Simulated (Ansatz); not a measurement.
Geometry optimisation, RKS BLYP-D4/def2-SVP in Ansatz.

The input (input.yaml):

```yaml
crystal:
  periodic: [false, false, false]
  atoms:
    - { symbol: Hf, position_ang: [-0.142428, -0.086021, -0.015973] }
    - { symbol: O, position_ang: [-0.277343, -0.009321, 2.000228] }
    - { symbol: H, position_ang: [-0.755646, -0.488689, 2.699254] }
    - { symbol: F, position_ang: [1.684088, -0.159283, -0.614859] }
    - { symbol: Cl, position_ang: [-1.351425, 1.69392, -1.02838] }
    - { symbol: F, position_ang: [-0.983349, -1.699702, -0.617476] }
    - { symbol: H, position_ang: [1.194942, 2.333898, 1.265192] }
    - { symbol: H, position_ang: [0.881861, 1.859498, 1.709615] }
basis:
  gaussian: { orbitals: def2-SVP }
hamiltonian:
  xc: blyp
  dispersion: d4
relax:
  f_tol: 0.03
  max_steps: 50
output:
  orbitals: {}
```

Launched with:

```bash
$ ansatz run input.yaml --threads 2 --pin off --max-ram 3072MiB --backend cpu --events-out ev --progress --plain --runs-dir out
```

Question: Where does it end, and by what steps?

Answer: The run converged. After 9 steps the energy has fallen by 0.180 eV; O2 moved furthest, 0.38 Å.

| step | energy less start (eV) | largest force component (eV/Å) | accepted |
| --- | --- | --- | --- |
| 0 | 0.0000 | 1.461 | yes |
| 1 | -0.1281 | 0.147 | yes |
| 2 | -0.1368 | 0.124 | yes |
| 3 | -0.1460 | 0.184 | yes |
| 4 | -0.1531 | 0.318 | yes |
| 5 | -0.1597 | 0.141 | yes |
| 6 | -0.1693 | 0.322 | yes |
| 7 | -0.1731 | 0.452 | yes |
| 8 | -0.1795 | 0.045 | yes |
| 9 | -0.1799 | 0.021 | yes |

```xyz
8
Properties=species:S:1:pos:R:3
Hf -0.245 -0.182 -0.027
O -0.512 -0.275 1.876
H -0.646 -0.388 2.827
F 1.632 -0.139 -0.466
Cl -1.383 1.677 -0.990
F -0.959 -1.781 -0.821
H 1.314 2.456 1.194
H 1.050 2.077 1.805
```

Whether the end is a true minimum wasn't checked by a vibrational analysis.

Time of the run: 33 s on 2 threads of Arm Neoverse V1, on a shared host, peak memory 0.21 GiB.
